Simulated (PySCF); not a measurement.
**Mg+ (magnesium, charge +1) across methods**

[Ne] 3p1, 2P determinant (an excited configuration). Computed with PySCF 2.14 in dyall-av2z (14s10p4d, 64 functions), with no relativity, point nucleus.

```tsv
method	E (hartree)	mean ε 2p α (eV)	mean ε 2p β (eV)	mean ε 3p α (eV)	Σ⟨r²⟩ (bohr²)	⟨S²⟩
BHandHLYP	-199.6394	-65.599	-65.443	-9.484	18.35	0.750
M06-L	-199.6463	-58.686	-58.614	-8.330	17.92	0.750
UHF	-199.20838	-72.857	-72.648	-10.429	19.29	0.750
LC-wPBE	-199.5572	-63.243	-63.151	-10.850	18.28	0.750
PBE0	-199.5364	-61.516	-61.386	-9.041	18.30	0.750
r2SCAN	-199.6182	-58.751	-58.657	-8.455	18.23	0.750
PBE	-199.5204	-57.367	-57.263	-8.457	18.12	0.750
LDA	-198.6951	-57.512	-57.405	-8.334	18.15	0.750
```

**Question.** Estimate the same row for B97-3.

**Answer.** E (hartree) = -199.6205; mean ε 2p α (eV) = -61.818; mean ε 2p β (eV) = -61.713; mean ε 3p α (eV) = -8.998; Σ⟨r²⟩ (bohr²) = 18.18; ⟨S²⟩ = 0.750.
